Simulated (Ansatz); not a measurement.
Reaction (formal exchange of groups at the In–Cl bond): `[Cl][InH][I]` + `CF` → `F[CH2][InH][I]` + HCl

Calculated with Ansatz (gas phase, PBE0-D4/def2-TZVP geometries, no zero-point term in ΔE). CBS: MP2 limit from def2 TZ/QZ plus the TZ coupled-cluster correction, frozen cores. This one scheme is used for every species. DFT in def2-TZVPP. Elements past krypton have def2 core potentials. For I, In outer-core shells are correlated without core-valence functions, which leaves a few kJ/mol of doubt a bond. One conformer a species, not always the lowest.

CCSD(T)/CBS gives +36.6 kcal/mol.

**Question.** Another level gave +34.3 kcal/mol. Which?
A. PBE-QIDH/def2-TZVPP
B. LC-ωPBE/def2-TZVPP
C. RPA@PBE/def2-TZVPP
D. BHLYP-D4/def2-TZVPP

**Answer.** C. RPA@PBE/def2-TZVPP 34.3, PBE-QIDH 37.4, LC-ωPBE 36.2, BHLYP-D4 39.1 kcal/mol.

**Question.** What do rigid-rotor, harmonic-oscillator terms from PBE0-D4/def2-TZVP frequencies (298.15 K, 1 bar) make of the CCSD(T)/CBS value? (Best estimate.)

**Answer.** The calculation gave: ΔZPE = -2.9 kcal/mol, ΔH = +34.2 kcal/mol, ΔS = -3 J/(mol·K), ΔG = +34.4 kcal/mol. Modes under 50 cm⁻¹ make the entropy rough.

Largest T1 diagnostic among the species: 0.012.

From r2SCAN to r2SCAN0 (25 % exact exchange), in def2-TZVPP and without D4, ΔE moves by +1.2 kcal/mol. In def2-TZVPP, CCSD(T) changes the Hartree–Fock value by −7.7 kcal/mol (the triples alone add −0.6 kcal/mol) and MP2 by −6.9 kcal/mol.
